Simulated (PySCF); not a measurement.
HCl$_{3}$OTi, singlet, geometry from GFN2-xTB (such geometries of metal compounds can be far from the true shape). Base run: PBE0/6-31G in PySCF.

Input for PySCF:
```python
from pyscf import gto, scf, dft

mol = gto.Mole()
mol.atom = '''
    Ti   -0.31898315    0.16422268    0.01665685
    Cl    1.28654172    1.40077087   -0.62802818
    Cl    0.36942043   -0.63338132    1.86390039
    Cl   -0.24047436   -1.49612771   -1.30978699
    O    -1.79928869    0.92633109    0.09395633
    H    -2.65135360    1.36500122    0.13844996
'''
mol.basis = '6-31g'
mol.verbose = 4
mol.build()

mf = dft.RKS(mol)
mf.xc = 'pbe0'
mf.kernel()
```

Each row names what was changed in the base input (with any setting that the change needs).

| change | ΔE vs base (mEh) | fitting functions | dipole (D) | outcome |
|---|---|---|---|---|
| base | 0.000 | - | 4.41 | converged |
| exchange = seminumerical (SGX) (with mf = sgx.sgx_fit(mf, auxbasis='def2-universal-jfit'); with mf.with_df.dfj = True) | ? | 302 | 4.41 | converged |
| auxbasis = def2-universal-jkfit | -0.019 | 743 | 4.41 | converged |
| auxbasis = def2-universal-jfit | 2486.6 | 302 | 4.39 | converged |
| auxbasis = even-tempered beta=2.0 | 0.014 | 735 | 4.41 | converged |
| auxbasis = even-tempered beta=3.0 | ? | ? | 4.41 | converged |
| auxbasis = even-tempered beta=1.6 | 0.076 | 1074 | 4.41 | converged |
| auxbasis = autoaux | 0.202 | 711 | 4.41 | converged |
| auxbasis = def2-svp-ri | -10121.6 | 391 | 4.40 | converged |
| auxbasis = cc-pvtz-jkfit | - | - | - | input refused |

Problem. Some entries are withheld; supply them.

Solution. 
- exchange = seminumerical (SGX) (with mf = sgx.sgx_fit(mf, auxbasis='def2-universal-jfit'); with mf.with_df.dfj = True), ΔE vs base (mEh): -0.107
- auxbasis = even-tempered beta=3.0, ΔE vs base (mEh): -4.489
- auxbasis = even-tempered beta=3.0, fitting functions: 483

A fitting set is made for a task (jfit for Coulomb, jkfit for Coulomb and exchange, ri for correlation) and for a family of orbital bases.

- auxbasis = cc-pvtz-jkfit: ended with `pyscf.lib.exceptions.BasisNotFoundError: Basis set not found for Ti in cc-pvtz-jkfit`
